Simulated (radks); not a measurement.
Results of a calculation; reference values are marked as such.
All-electron atom: the argon ion Ar3+ in [Ne] 3p5 (not the ground configuration).

Level of theory: scalar-relativistic Kohn-Sham, HCTH/407, spin-polarised, spherical densities, finite nucleus; open shells are filled with parallel spins first; Fermi nuclear charge, rms radius 3.4274 fm (a radial shooting solver on a logarithmic mesh with Libxc functionals).

Energy parts (eV):
total: -14289.493
kinetic: 14360.689
electron-nucleus: -33396.254
Hartree: 5551.849
exchange-correlation: -805.778

Orbitals (lengths in bohr, moments of r in powers of bohr):
| orbital | occ. | eigenvalue (eV) | <1/r> |
|---|---|---|---|
| 1s up | 1 | -3170.662 | 17.68 |
| 1s down | 1 | -3170.378 | 17.68 |
| 2s up | 1 | -349.0198 | 3.565 |
| 2s down | 1 | -348.8517 | 3.565 |
| 2p up | 3 | -282.4692 | 3.467 |
| 2p down | 3 | -282.1386 | 3.467 |
| 3p up | 3 | -52.1757 | 0.9839 |
| 3p down | 2 | -50.3151 | 0.9726 |

The highest occupied level is 3p down at -50.315 eV. Summed over all electrons, <r^2> = 12.56 bohr^2, which gives a Langevin (diamagnetic) susceptibility term of -9.94 x 10^-6 cm^3/mol. The density falls to 0.001 e/bohr^3 at r = 3.03 bohr. The electron density at the nucleus is 4302 e/bohr^3 (large components only). Spin moment in Bohr magnetons: 1.

Empty levels of this run are not shown, since the potential may be unsettled where no density lies.
